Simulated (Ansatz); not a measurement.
Nudged elastic band run: CH5AlFNSi

Input file:

```yaml
crystal:
  periodic: [false, false, false]
  atoms:
    - { symbol: "N", position_ang: [-0.031633, 0.068058, 1.37278] }
    - { symbol: Si, position_ang: [1.172977, -1.082251, -0.027576] }
    - { symbol: F, position_ang: [0.012915, -2.30586, 0.158304] }
    - { symbol: C, position_ang: [0.148431, -0.044339, -1.405336] }
    - { symbol: Al, position_ang: [-0.48397, 1.21053, -0.078806] }
    - { symbol: H, position_ang: [0.350959, 0.409707, 2.266301] }
    - { symbol: H, position_ang: [-0.666919, -0.714251, 1.596417] }
    - { symbol: H, position_ang: [0.697014, 0.39557, -2.264553] }
    - { symbol: H, position_ang: [-0.593498, -0.772128, -1.798527] }
    - { symbol: H, position_ang: [-0.523376, 2.783863, 0.183895] }
basis:
  gaussian: { orbitals: def2-SVP }
hamiltonian:
  xc: blyp
  dispersion: d4
neb:
  order_check: false
  images: 7
  f_tol: 0.03
  max_iterations: 60
  final_atoms:
    - { symbol: "N", position_ang: [-0.03716554, -0.94794147, 1.61507591] }
    - { symbol: Si, position_ang: [0.58502727, -1.0567662, 0.03726661] }
    - { symbol: F, position_ang: [1.40594652, -2.4682528, -0.02486541] }
    - { symbol: C, position_ang: [0.39473288, 0.07996759, -1.2390956] }
    - { symbol: Al, position_ang: [-0.6005004, 1.67028559, -0.93143932] }
    - { symbol: H, position_ang: [0.11325017, -1.65682861, 2.33361131] }
    - { symbol: H, position_ang: [-0.59679525, -0.14656077, 1.91609067] }
    - { symbol: H, position_ang: [0.87095544, -0.16564204, -2.20295756] }
    - { symbol: H, position_ang: [-1.21568969, 1.85294033, 0.54359561] }
    - { symbol: H, position_ang: [-0.8368614, 2.78769738, -2.04438322] }
  initial_path:
    images:
      - { positions_ang: [[-0.031633, 0.068058, 1.37278], [1.172977, -1.082251, -0.027576], [0.012915, -2.30586, 0.158304], [0.148431, -0.044339, -1.405336], [-0.48397, 1.21053, -0.078806], [0.350959, 0.409707, 2.266301], [-0.666919, -0.714251, 1.596417], [0.697014, 0.39557, -2.264553], [-0.593498, -0.772128, -1.798527], [-0.523376, 2.783863, 0.183895]] }
      - { positions_ang: [[-0.15385296, -0.17707147, 1.45529506], [1.01635366, -0.87177708, 0.09348022], [0.51530447, -1.97985796, 0.21183117], [0.06697303, -0.09031477, -1.36242498], [-0.38932122, 1.32240165, -0.27245877], [0.24035886, 0.10652366, 2.35048885], [-0.66833838, -1.00813763, 1.56806885], [0.63659685, 0.1489883, -2.20986225], [-0.86334609, -0.37686469, -1.6538824], [-0.31782821, 2.87500899, -0.17763675]] }
      - { positions_ang: [[-0.27607292, -0.42220094, 1.53781011], [0.85973032, -0.66130317, 0.21453645], [1.01769394, -1.65385592, 0.26535833], [-0.01448495, -0.13629054, -1.31951396], [-0.29467245, 1.43427331, -0.46611155], [0.12975871, -0.19665968, 2.43467671], [-0.66975775, -1.30202425, 1.53972069], [0.57617969, -0.0975934, -2.15517149], [-1.13319418, 0.01839862, -1.5092378], [-0.11228042, 2.96615498, -0.5391685]] }
      - { positions_ang: [[-0.39829288, -0.66733041, 1.62032517], [0.70310697, -0.45082925, 0.33559267], [1.52008341, -1.32785389, 0.3188855], [-0.09594292, -0.18226631, -1.27660294], [-0.20002367, 1.54614496, -0.65976432], [0.01915857, -0.49984303, 2.51886456], [-0.67117713, -1.59591088, 1.51137254], [0.51576254, -0.3441751, -2.10048074], [-1.40304226, 0.41366193, -1.36459319], [0.09326737, 3.05730097, -0.90070025]] }
      - { positions_ang: [[-0.52051284, -0.91245988, 1.70284023], [0.54648363, -0.24035533, 0.4566489], [2.02247289, -1.00185185, 0.37241267], [-0.1774009, -0.22824208, -1.23369192], [-0.1053749, 1.65801662, -0.8534171], [-0.09144158, -0.80302637, 2.60305241], [-0.6725965, -1.88979751, 1.48302439], [0.45534539, -0.59075679, -2.04578998], [-1.67289035, 0.80892523, -1.21994859], [0.29881516, 3.14844695, -1.262232]] }
      - { positions_ang: [[-0.39967601, -0.92133028, 1.68089915], [0.55611954, -0.44445805, 0.35180332], [1.86834129, -1.36845209, 0.27309315], [-0.03436745, -0.15118966, -1.23504284], [-0.22915627, 1.66108386, -0.87292265], [-0.04026864, -1.01647693, 2.53569214], [-0.65364619, -1.45398832, 1.59129096], [0.5592479, -0.48447811, -2.08508188], [-1.55859018, 1.06992901, -0.77906254], [0.01489602, 3.05825956, -1.4577698]] }
      - { positions_ang: [[-0.27883919, -0.93020067, 1.65895807], [0.56575545, -0.64856077, 0.24695775], [1.7142097, -1.73505232, 0.17377363], [0.10866599, -0.07413724, -1.23639376], [-0.35293765, 1.6641511, -0.89242821], [0.0109043, -1.22992749, 2.46833186], [-0.63469588, -1.01817914, 1.69955753], [0.66315041, -0.37819942, -2.12437377], [-1.44429002, 1.33093278, -0.33817649], [-0.26902312, 2.96807217, -1.65330761]] }
      - { positions_ang: [[-0.15800237, -0.93907107, 1.63701699], [0.57539136, -0.85266349, 0.14211218], [1.56007811, -2.10165256, 0.07445411], [0.25169944, 0.00291517, -1.23774468], [-0.47671902, 1.66721835, -0.91193376], [0.06207724, -1.44337805, 2.40097159], [-0.61574556, -0.58236995, 1.8078241], [0.76705292, -0.27192073, -2.16366567], [-1.32998985, 1.59193656, 0.10270956], [-0.55294226, 2.87788477, -1.84884541]] }
      - { positions_ang: [[-0.03716554, -0.94794147, 1.61507591], [0.58502727, -1.0567662, 0.03726661], [1.40594652, -2.4682528, -0.02486541], [0.39473288, 0.07996759, -1.2390956], [-0.6005004, 1.67028559, -0.93143932], [0.11325017, -1.65682861, 2.33361131], [-0.59679525, -0.14656077, 1.91609067], [0.87095544, -0.16564204, -2.20295756], [-1.21568969, 1.85294033, 0.54359561], [-0.8368614, 2.78769738, -2.04438322]] }
```

Launched with:

```bash
$ ansatz run input.yaml --threads 2 --pin off --max-ram 3072MiB --backend cpu --events-out ev --progress --plain --runs-dir out
```

Output, in part (warnings, iteration lines, the closing report on the highest movable image, with atoms numbered from 0):

```
NEB end point (image 0): max|allowed force component| = 8.330e-3 eV/Å (the criterion of neb.relax_end_points is 1.000e-2)
NEB end point (image 8): max|allowed force component| = 1.361e-2 eV/Å (the criterion of neb.relax_end_points is 1.000e-2)
NEB iter   1: max|band force component| = 4.152e2 eV/Å  barrier→ = 64.4042 eV  barrier← = 63.8639 eV  Δτ_max = 0.2000 Å  (360 SCF iters)
NEB iter   2: max|band force component| = 1.089e2 eV/Å  barrier→ = 17.2671 eV  barrier← = 16.7268 eV  Δτ_max = 0.2000 Å  (259 SCF iters)
NEB iter   3: max|band force component| = 6.897e1 eV/Å  barrier→ = 10.2960 eV  barrier← = 9.7557 eV  Δτ_max = 0.1993 Å  (242 SCF iters)
NEB iter   4: max|band force component| = 2.962e1 eV/Å  barrier→ = 4.3009 eV  barrier← = 3.7606 eV  Δτ_max = 0.2000 Å  (251 SCF iters)
NEB iter   5: max|band force component| = 1.415e1 eV/Å  barrier→ = 2.3194 eV  barrier← = 1.7791 eV  Δτ_max = 0.1963 Å  (222 SCF iters)
NEB iter   6: max|band force component| = 6.098e0 eV/Å  barrier→ = 2.3404 eV  barrier← = 1.8001 eV  Δτ_max = 0.2000 Å  (222 SCF iters)
NEB iter   7: max|band force component| = 2.988e0 eV/Å  barrier→ = 2.1730 eV  barrier← = 1.6327 eV  Δτ_max = 0.1983 Å  (217 SCF iters)
NEB iter   8: max|band force component| = 1.676e0 eV/Å  barrier→ = 2.2090 eV  barrier← = 1.6687 eV  Δτ_max = 0.2000 Å  (225 SCF iters)
NEB iter   9: max|band force component| = 1.202e0 eV/Å  barrier→ = 1.9269 eV  barrier← = 1.3866 eV  Δτ_max = 0.1975 Å  (231 SCF iters)
NEB iter  10: max|band force component| = 1.677e0 eV/Å  barrier→ = 1.7090 eV  barrier← = 1.1687 eV  Δτ_max = 0.1007 Å  (220 SCF iters)
NEB iter  11: max|band force component| = 1.708e0 eV/Å  barrier→ = 1.6227 eV  barrier← = 1.0824 eV  Δτ_max = 0.0501 Å  (213 SCF iters)
NEB iter  12: max|band force component| = 1.268e0 eV/Å  barrier→ = 1.6139 eV  barrier← = 1.0736 eV  Δτ_max = 0.0474 Å  (214 SCF iters)
NEB iter  13: max|band force component| = 6.499e-1 eV/Å  barrier→ = 1.6199 eV  barrier← = 1.0796 eV  Δτ_max = 0.1003 Å  (212 SCF iters)
NEB iter  14: max|band force component| = 6.688e-1 eV/Å  barrier→ = 1.5289 eV  barrier← = 0.9886 eV  CI = image 5  Δτ_max = 0.2000 Å  (213 SCF iters)
NEB iter  15: max|band force component| = 7.157e-1 eV/Å  barrier→ = 1.8342 eV  barrier← = 1.2939 eV  CI = image 5  Δτ_max = 0.2000 Å  (214 SCF iters)
NEB iter  16: max|band force component| = 8.645e-1 eV/Å  barrier→ = 1.9938 eV  barrier← = 1.4535 eV  CI = image 5  Δτ_max = 0.2000 Å  (214 SCF iters)
NEB iter  17: max|band force component| = 9.838e-1 eV/Å  barrier→ = 2.2235 eV  barrier← = 1.6832 eV  CI = image 5  Δτ_max = 0.2000 Å  (218 SCF iters)
NEB iter  18: max|band force component| = 1.059e0 eV/Å  barrier→ = 2.3867 eV  barrier← = 1.8464 eV  CI = image 5  Δτ_max = 0.1966 Å  (212 SCF iters)
NEB iter  19: max|band force component| = 6.731e-1 eV/Å  barrier→ = 2.6049 eV  barrier← = 2.0646 eV  CI = image 5  Δτ_max = 0.1993 Å  (219 SCF iters)
NEB iter  20: max|band force component| = 5.668e-1 eV/Å  barrier→ = 2.7429 eV  barrier← = 2.2026 eV  CI = image 5  Δτ_max = 0.1984 Å  (225 SCF iters)
NEB iter  21: max|band force component| = 5.064e-1 eV/Å  barrier→ = 2.6617 eV  barrier← = 2.1214 eV  CI = image 5  Δτ_max = 0.1997 Å  (214 SCF iters)
NEB iter  22: max|band force component| = 4.665e-1 eV/Å  barrier→ = 2.6347 eV  barrier← = 2.0944 eV  CI = image 5  Δτ_max = 0.1995 Å  (224 SCF iters)
NEB iter  23: max|band force component| = 3.498e-1 eV/Å  barrier→ = 2.6316 eV  barrier← = 2.0913 eV  CI = image 5  Δτ_max = 0.1994 Å  (212 SCF iters)
NEB iter  24: max|band force component| = 4.620e-1 eV/Å  barrier→ = 2.6311 eV  barrier← = 2.0908 eV  CI = image 5  Δτ_max = 0.0999 Å  (220 SCF iters)
NEB iter  25: max|band force component| = 2.204e-1 eV/Å  barrier→ = 2.6310 eV  barrier← = 2.0907 eV  CI = image 5  Δτ_max = 0.1658 Å  (214 SCF iters)
NEB iter  26: max|band force component| = 2.318e-1 eV/Å  barrier→ = 2.6309 eV  barrier← = 2.0906 eV  CI = image 5  Δτ_max = 0.0831 Å  (210 SCF iters)
NEB iter  27: max|band force component| = 1.497e-1 eV/Å  barrier→ = 2.6309 eV  barrier← = 2.0906 eV  CI = image 5  Δτ_max = 0.0821 Å  (195 SCF iters)
NEB iter  28: max|band force component| = 1.418e-1 eV/Å  barrier→ = 2.6309 eV  barrier← = 2.0906 eV  CI = image 5  Δτ_max = 0.0822 Å  (191 SCF iters)
NEB iter  29: max|band force component| = 1.192e-1 eV/Å  barrier→ = 2.6309 eV  barrier← = 2.0906 eV  CI = image 5  Δτ_max = 0.0823 Å  (198 SCF iters)
NEB iter  30: max|band force component| = 1.165e-1 eV/Å  barrier→ = 2.6308 eV  barrier← = 2.0906 eV  CI = image 5  Δτ_max = 0.0826 Å  (192 SCF iters)
NEB iter  31: max|band force component| = 1.111e-1 eV/Å  barrier→ = 2.6308 eV  barrier← = 2.0906 eV  CI = image 5  Δτ_max = 0.0824 Å  (202 SCF iters)
NEB iter  32: max|band force component| = 2.141e-1 eV/Å  barrier→ = 2.6308 eV  barrier← = 2.0905 eV  CI = image 5  Δτ_max = 0.0414 Å  (196 SCF iters)
NEB iter  33: max|band force component| = 9.983e-2 eV/Å  barrier→ = 2.6308 eV  barrier← = 2.0905 eV  CI = image 5  Δτ_max = 0.0823 Å  (192 SCF iters)
NEB iter  34: max|band force component| = 6.791e-2 eV/Å  barrier→ = 2.6308 eV  barrier← = 2.0905 eV  CI = image 5  Δτ_max = 0.0353 Å  (178 SCF iters)
NEB iter  35: max|band force component| = 4.654e-2 eV/Å  barrier→ = 2.6308 eV  barrier← = 2.0905 eV  CI = image 5  Δτ_max = 0.0764 Å  (174 SCF iters)
NEB iter  36: max|band force component| = 6.203e-2 eV/Å  barrier→ = 2.6308 eV  barrier← = 2.0905 eV  CI = image 5  Δτ_max = 0.0380 Å  (175 SCF iters)
NEB iter  37: max|band force component| = 2.468e-2 eV/Å  barrier→ = 2.6308 eV  barrier← = 2.0905 eV  CI = image 5  Δτ_max = 0.0000 Å  (386 SCF iters)
Total energy: -19789.21706488 eV, -727.2403135212 hartree
Atom 0 at    -0.431653    -1.175232     1.490543 Å, force     0.000369     0.000103     0.000097 eV/Å
Atom 1 at     0.496085    -0.318573     0.301300 Å, force    -0.000157    -0.000248    -0.000068 eV/Å
Atom 2 at     1.968536    -1.053292     0.490687 Å, force    -0.000096     0.000103    -0.000032 eV/Å
Atom 3 at    -0.032012    -0.052600    -1.454524 Å, force     0.000314     0.000013    -0.000068 eV/Å
Atom 4 at     0.265062     1.774665    -0.916921 Å, force    -0.000185    -0.000079    -0.000126 eV/Å
Atom 5 at    -1.330138    -0.818581     1.821948 Å, force    -0.000046     0.000001    -0.000101 eV/Å
Atom 6 at     0.068462    -1.686856     2.222486 Å, force    -0.000184    -0.000069     0.000046 eV/Å
Atom 7 at    -0.140819    -0.755410    -2.312603 Å, force    -0.000046    -0.000020    -0.000008 eV/Å
Atom 8 at    -0.975544     0.757872    -0.191699 Å, force     0.000014     0.000187     0.000224 eV/Å
Atom 9 at     0.194923     3.276906    -1.448318 Å, force     0.000018     0.000009     0.000038 eV/Å
Dipole moment:    -0.302880     0.053946     0.178282 e Å
```

The forces met the threshold. The profile has 3 maxima (images 3, 5, 7) with wells between them (images 4, 6): this band takes more than one step, which may be the mechanism or a detour left from its start path. Neighbouring images differ by up to 2.0 eV, so the band resolves the path poorly. A vibrational analysis at the climbing image gives one clearly imaginary mode, 1038i cm⁻¹: a first-order saddle point. The orbitals stay closed-shell, which can raise the energy where a bond breaks towards radicals; this wasn't checked here.

Final band (atoms are numbered from 1 in the order of the input):

```
image  path coordinate (Å)  energy (kcal/mol)  N1–Al5 (Å)  C4–H9 (Å)  Al5–H9 (Å)
    0                 0.00                0.0        1.90       1.11        2.63
    1                 2.01               10.3        2.06       1.12        2.69
    2                 4.01               20.6        3.31       1.11        2.86
    3                 6.02               23.4        3.85       1.12        2.48
    4                 8.03               22.1        3.65       1.11        2.63
    5                10.04               60.7        3.87       1.77        1.76
    6                12.54               13.8        3.71       2.95        1.60
    7                15.04               16.5        3.78       3.03        1.60
    8                17.53               12.5        3.70       2.99        1.61
```

Time of the run: 8.6 min on 2 threads of Arm Neoverse V1 (shared host), peak memory 0.15 GiB.
